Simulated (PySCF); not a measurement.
Species: SnEtH3, C₂H₈Sn.
Z-matrix (Å and degrees, PBE0-D3(BJ)/def2-SVP geometry), rows numbered from 1:
```
Sn
C   1  2.1634
C   2  1.5223  1  113.62
H   2  1.1017  1  106.98  3  -123.13
H   2  1.1018  1  106.95  3   123.05
H   3  1.1028  2  111.50  1   179.82
H   3  1.1017  2  111.87  1   -60.29
H   3  1.1018  2  111.92  1    59.96
H   1  1.7175  2  109.59  3    55.08
H   1  1.7175  2  109.86  3   -64.07
H   1  1.7164  2  110.90  3   175.47
```

The calculation used TDDFT wB97X-D/def2-SVPD, vertical, gas phase, core orbitals frozen in the response, def2 core potentials past Kr (PySCF 2.14.0, density-fitted response routines). Spin–orbit coupling is left out.

Frontier orbitals with the atoms that hold most of them (Löwdin shares over 4%, at most four atoms; ? is withheld):

```csv
orbital,ε (eV),atoms
LUMO+2,2.52,"Sn1 49%, H10 9%, H9 9%, C3 8%"
LUMO+1,1.98,"Sn1 38%, C2 18%, H9 8%, H10 8%"
LUMO,1.64,?
HOMO,?,?
HOMO-1,-10.64,"Sn1 39%, H10 28%, H9 23%, C2 5%"
HOMO-2,-10.69,"Sn1 40%, H11 33%, H9 12%, H10 8%"
HOMO-3,-11.84,"C3 28%, C2 24%, H7 12%, H8 11%"
```

(1) Give the leading atoms of the HOMO.

(2) Which atoms hold the LUMO, and with what shares?

(3) What is the HOMO energy, and the HOMO–LUMO gap?

Results:

(1) C2 (bonded to C, Sn and 2 H) 37%; Sn1 (bonded to C and 3 H) 24%; C3 (bonded to C and 3 H) 12%; H6 (bonded to C) 6%. By element: carbon 48%, tin 24%, hydrogen 6% or more.

(2) Sn1 (bonded to C and 3 H) 60%; H11 (bonded to Sn) 9%; H10 (bonded to Sn) 8%; H9 (bonded to Sn) 8%. By element: tin 60%, hydrogen 26% or more.

(3) ε(HOMO) = -9.64 eV; the gap is 11.28 eV (0.4144 hartree).

Task: The HOMO–LUMO gap is 11.28 eV. Where does the response calculation put the lowest singlet, and from which orbitals?

Result: S1 is at 7.27 eV (f = 0.018), 4.01 eV below the gap, made of HOMO→LUMO (68%), HOMO→LUMO+1 (29%). 

Next come S2 at 7.72 eV (f 0.054), HOMO→LUMO+2 (63%), HOMO→LUMO+1 (16%); S3 at 7.84 eV (f 0.0067), HOMO→LUMO+3 (74%), HOMO-1→LUMO+1 (11%); S4 at 7.89 eV (f 0.414), HOMO→LUMO+1 (43%), HOMO→LUMO+2 (20%), HOMO→LUMO (20%); S5 at 8.13 eV (f 0.050), HOMO-1→LUMO (37%), HOMO-1→LUMO+1 (33%), HOMO→LUMO+3 (17%).

Löwdin shares depend on the basis, the more so with diffuse functions.
